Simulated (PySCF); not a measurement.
C₃H₃F₃, SMILES [C@H]1([C@H]([C@H]1F)F)F.

The structure is a stationary point at PBE0-D3(BJ)/def2-SVP. The structure was generated by enumeration; whether it is a known compound was not checked.

Computed with PBE/def2-TZVP in PySCF.

Symmetry labels are those of the subgroup Cs that the program uses (full group Cs).

Question: List the valence orbital energies around the gap with their symmetry. (The exact figures need the calculation; the answer reports its results.)

Answer: 
```
orbital  symmetry  energy (eV)
-------  --------  -----------
HOMO−7         A'       -11.82
HOMO−6         A"       -11.80
HOMO−5         A"       -10.44
HOMO−4         A'        -9.80
HOMO−3         A"        -9.70
HOMO−2         A'        -9.34
HOMO−1         A'        -7.03
HOMO           A"        -6.92
LUMO           A'        -0.68
LUMO+1         A'         0.92
LUMO+2         A'         1.56
LUMO+3         A"         1.73
```
